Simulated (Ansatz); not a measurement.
`[Br][Mg][Br]` and `[Br][Cd][Br]` differ in one element.

Ansatz, PBE0-D4/def2-TZVP geometries, multiplicity 1. 

Elements past krypton have def2 core potentials. Scalar relativity is left out up to krypton.

| property | `[Br][Mg][Br]` |
| --- | --- |
| size of the dipole moment (PBE/def2-TZVPP) / D | 0.01 |
| HOMO–LUMO gap (PBE/def2-TZVPP) / eV | 4.64 |
| HOMO energy (ωB97M-V/def2-TZVPP) / eV | -10.68 |
| size of the dipole moment (ωB97M-V/def2-TZVPP) / D | 0.01 |
| HOMO–LUMO gap (B3LYP/def2-TZVPP) / eV | 6.06 |
| LUMO energy (PBE0/def2-TZVPP) / eV | -1.86 |

**Question.** Give the same properties after the change, and the shifts. (Best estimate.)

**Answer.** Ansatz gave: 
```
                                          property  `[Br][Cd][Br]`  shift
    size of the dipole moment (PBE/def2-TZVPP) / D            0.01   0.00
               HOMO–LUMO gap (PBE/def2-TZVPP) / eV            4.01  -0.63
             HOMO energy (ωB97M-V/def2-TZVPP) / eV          -10.58   0.10
size of the dipole moment (ωB97M-V/def2-TZVPP) / D            0.01   0.00
             HOMO–LUMO gap (B3LYP/def2-TZVPP) / eV            5.53  -0.53
                LUMO energy (PBE0/def2-TZVPP) / eV           -2.29  -0.43
```

With PBE0 the HOMO rises by 0.08 eV and the LUMO falls by 0.43 eV, so the gap narrows by about 0.51 eV. PBE moves the HOMO by 0.06 eV and ωB97M-V by 0.10 eV.

B3LYP here is the variant with VWN-RPA as its local correlation; programs differ in this.

Spin–orbit coupling is left out; it splits and shifts lone-pair levels of the heavy atoms by tenths of an eV.
